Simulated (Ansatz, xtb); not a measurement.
**C3H6BBrO: which of two isomers lies lower**

We compare a, `C=CCB(O)Br`, a singlet, with b, `C=CB(Br)OC`, a singlet. Both are isolated molecules in the gas phase, relaxed with B3LYP/def2-SVP, each in the lowest conformer that the search found.

Quicker runs give these differences E(b) − E(a): GFN2-xTB +0.151 eV; HF/STO-3G −0.115 eV (at GFN2-xTB geometries); r2SCAN-D4/def2-SVP +0.400 eV (at GFN2-xTB geometries).

**Question.** Which of the two would you expect CCSD(T)/def2-SVP + ΔMP2/def2-TZVPP electronic energies to favour?

**Answer.** Structure a; the calculation gives E(b) − E(a) = +0.469 eV.

How the difference moves with the method:

```tsv
level	geometry	E(b) − E(a) (eV)	departure from the last row (eV)	job, with rough time for the two
GFN2-xTB	GFN2-xTB	+0.151	−0.318	optimisation, 0.37 s
HF/STO-3G	GFN2-xTB	−0.115	−0.585	single point, 0.38 s
r2SCAN-D4/def2-SVP	GFN2-xTB	+0.400	−0.070	single point, 3.5 s
B3LYP/def2-SVP	B3LYP/def2-SVP	+0.354	−0.115	optimisation, 32 s
HF/def2-SVP	B3LYP/def2-SVP	+0.373	−0.097	part of the CCSD(T) run
MP2/def2-SVP	B3LYP/def2-SVP	+0.513	+0.043	part of the CCSD(T) run
CCSD(T)/def2-SVP	B3LYP/def2-SVP	+0.454	−0.015	single point
CCSD(T)/def2-SVP + ΔMP2/def2-TZVPP	B3LYP/def2-SVP	+0.469		single point, 61 s
```

As drawn, b has 1 C–O, 1 C–H in place of 1 C–C, 1 O–H.

HF/STO-3G puts the two in the other order. The largest departure from CCSD(T)/def2-SVP + ΔMP2/def2-TZVPP is that of HF/STO-3G, 0.585 eV. The last row adds to CCSD(T) the change of the MP2 difference between the two basis sets, here +0.015 eV.

With thermal terms from frequencies at re-optimised GFN2-xTB minima (ideal gas, soft modes damped towards free rotors, one conformer each, 298.15 K, 1 atm): on the last row, ΔE + ΔZPE = +0.463, ΔH = +0.473, ΔG = +0.453 eV.

The correlated steps freeze 14 core orbitals; the filled d shell of Br is correlated, in a basis made for valence electrons. Programs: Ansatz 0.2.0, xtb 6.7.1; the last row on 4 threads of Arm Neoverse V1 on a shared host.
